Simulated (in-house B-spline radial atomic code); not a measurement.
## RPA and G0W0 on HSE06: P3+

Configuration [Ne] 3s2, mean-field start HSE06. Computed with a B-spline radial code for spherical atoms: all electrons, scalar-relativistic (spin-free one-electron X2C), finite nucleus, each spin shell either full or empty, empty states to l = 9 with an (l + 1/2)⁻⁴ tail; G0W0 by contour deformation at full frequency.

Command:
```bash
python run_gw.py task.json out
```
Settings (radii: box in bohr, nucleus in fm):
```
Z                        15
electrons                12
configuration            [Ne] 3s2
hamiltonian              x2c
method                   hse06
lmax                     9
rms_radius               3.1889
spin_polarised           False
box_radius               14.14
intervals                70
ion_configuration        [Ne] 3s1
```

Time taken, with all properties: 4.2 s on 1 thread of Intel(R) Xeon(R) Platinum 8259CL CPU @ 2.50GHz, on a shared host.

Energies (hartree):

| term | value |
| --- | --- |
| mean-field total | -339.76278 |
| Hartree-Fock functional on these orbitals | -339.37795 |
| direct second order | -0.82274 |
| second-order exchange | 0.29979 |
| SOSEX correction | 0.26789 |

Question: What is the RPA correlation energy, and what remains with SOSEX?

Answer: RPA gives -0.72207 hartree (-1.64 eV per electron); RPA + SOSEX gives -0.45418, and the second-order doubles -0.52295 hartree (no singles). RPA lacks exchange-type terms and so overcorrelates at short range.

Quasi-particle levels (eV):

```json
{"level": "3s", "occupied": "yes", "mean field": "-46.58", "Σx - vxc": "-3.39", "Σc": "?", "QP weight": "?", "G0W0": "?"}
{"level": "2p", "occupied": "yes", "mean field": "-168.49", "Σx - vxc": "-17.13", "Σc": "4.49", "QP weight": "0.888", "G0W0": "-181.12"}
{"level": "3p", "occupied": "no", "mean field": "-34.39", "Σx - vxc": "5.45", "Σc": "-1.68", "QP weight": "0.940", "G0W0": "-30.61"}
```

G0W0 = mean field + (Σx - vxc) + Σc, with Σc (partial-wave tail included) taken at the quasi-particle energy. Levels of low weight are left out.

Question: Where does G0W0 put 3s?

Answer: At -51.81 eV, with Σc = -1.84 eV and a quasi-particle weight of 0.950. The tabulated removal energy is 51.444 eV (NIST, measured); the calculation leaves out spin-orbit coupling, Breit and QED terms, and what these don't explain is the method's own error.

Question: What does it cost to remove one electron (to [Ne] 3s1) by differences of total energies, each species on its own start (correlation terms add to the Hartree-Fock functional)?

Answer: HSE06 51.24 eV, Hartree-Fock functional 49.79 eV, + RPA 51.82 eV, + RPA + SOSEX 51.28 eV, + second order 51.89 eV. Tabulated: 51.444 eV (NIST, measured); the calculation leaves out spin-orbit coupling, Breit and QED terms, and what these don't explain is the method's own error.
